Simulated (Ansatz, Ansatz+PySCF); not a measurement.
```yaml
atoms:
  - { symbol: Si, position_ang: [0.0000, 0.0000, 0.0000] }
  - { symbol: H, position_ang: [0.0000, 0.0000, 3.0400] }
```

Basis set: def2-SVP (spherical functions). Charge 0, multiplicity 2.

Computed with Ansatz (development build ahead of 0.2.0); each method stands on the lowest determinant of its kind that the runs found.

The atomization energy at this shape (free ground-state atoms in the same class of orbitals less the molecule, no zero-point energy) of doublet SiH:

```csv
method,atomization energy
PBE0 (unrestricted),5.81 kcal/mol
```

**Question.** What does UHF give?

**Answer.** 1.63 kcal/mol. Caution: the shape is not the minimum. Caution for PBE0 (unrestricted): charge can spread falsely over distant fragments; the unrestricted determinant is spin contaminated. Caution for UHF: the unrestricted determinant is a mixture of spin states.
